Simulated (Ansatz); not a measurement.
HS2, SMILES `[S+]S` (singlet; the order of the spin states depends on the level) (charge 1, multiplicity 1). This singlet lies 0.38 eV below the relaxed triplet at the level composite: frozen-core CCSD(T) with HF/cc-pV5Z and the correlation energy extrapolated as X^-3 from cc-pVQZ and cc-pV5Z, plus CCSDT(Q) minus CCSD(T) in cc-pVTZ // B3LYP-D3(BJ)/def2-TZVP (Ansatz, an electronic-structure program); other levels give the other order.

These are Ansatz with frozen-core CCSDT(Q)/cc-pVTZ // B3LYP-D3(BJ)/def2-TZVP values and carry that method's errors.

Ansatz 0.2 input:
```yaml
crystal:
  periodic: [false, false, false]
  atoms:
    - { symbol: S, position_ang: [1.41332, -0.206073, -0.000005] }
    - { symbol: S, position_ang: [-0.269264, 0.632315, 0.0] }
    - { symbol: H, position_ang: [-1.144056, -0.426242, 0.000005] }
basis:
  gaussian: { orbitals: cc-pVTZ }
correlation:
  method: ccsdt_q
total_charge: 1
```

Output:

```
Functional definition: HF
988 factors; integrals over basis functions are off by at most 1.6e-7 eV
mean field evaluation 1: about -21641.3697 eV, gradient 1.2e1 eV
mean field evaluation 2: about -21641.3800 eV, gradient 1.2e1 eV
mean field evaluation 4: about -21641.9839 eV, gradient 2.2e0 eV
mean field evaluation 8: about -21642.0131 eV, gradient 1.6e-3 eV
mean field evaluation 16: about -21642.0013 eV, gradient 2.8e-1 eV
mean field evaluation 32: about -21639.1025 eV, gradient 6.4e-4 eV
mean field -21642.01311241 eV, -795.3293123977 hartree, gradient 8.2e-6 eV, S^2 0.000000; 1 other end points of the search recorded, 0 dependent functions left out; unrestricted orbitals would lower it
determinant -21642.01311241 eV, -795.3293123977 hartree, with singles and doubles -21651.96176075 eV, -795.6949184807 hartree
determinant -21639.10250767 eV, -795.2223496466 hartree, with singles and doubles -21648.94895041 eV, -795.5841997429 hartree
10 core orbitals not correlated
reference -21642.01311241 eV, -795.3293123977 hartree; 6, 6 occupied and 66, 66 virtual orbitals, 988 factors
second order -9.00924665 eV of doubles, -0.00000000 eV of singles
cycle   1  -9.46076205 eV  change   -4.5e-1 eV  update   1.1e-1
cycle   2  -10.07463621 eV  change   -6.1e-1 eV  update   6.0e-2
cycle   3  -10.54153077 eV  change   -4.7e-1 eV  update   3.0e-2
cycle   4  -10.46188509 eV  change    8.0e-2 eV  update   1.1e-2
cycle   5  -10.44641139 eV  change    1.5e-2 eV  update   7.5e-3
cycle   6  -10.46601147 eV  change   -2.0e-2 eV  update   2.9e-3
cycle   7  -10.46627974 eV  change   -2.7e-4 eV  update   1.8e-3
cycle   8  -10.46452122 eV  change    1.8e-3 eV  update   1.1e-3
cycle   9  -10.46537963 eV  change   -8.6e-4 eV  update   7.1e-4
cycle  10  -10.46482656 eV  change    5.5e-4 eV  update   3.4e-4
cycle  11  -10.46499261 eV  change   -1.7e-4 eV  update   1.6e-4
cycle  12  -10.46520693 eV  change   -2.1e-4 eV  update   7.1e-5
cycle  13  -10.46531466 eV  change   -1.1e-4 eV  update   3.4e-5
cycle  14  -10.46534798 eV  change   -3.3e-5 eV  update   1.7e-5
cycle  15  -10.46534834 eV  change   -3.6e-7 eV  update   8.0e-6
cycle  16  -10.46534156 eV  change    6.8e-6 eV  update   4.1e-6
cycle  17  -10.46533852 eV  change    3.0e-6 eV  update   2.0e-6
cycle  18  -10.46534161 eV  change   -3.1e-6 eV  update   1.1e-6
cycle  19  -10.46534201 eV  change   -4.0e-7 eV  update   5.0e-7
perturbative correction -0.05168243 eV, -0.0018992942 hartree
Total energy: -21652.53013684 eV, -795.7158059170 hartree
```
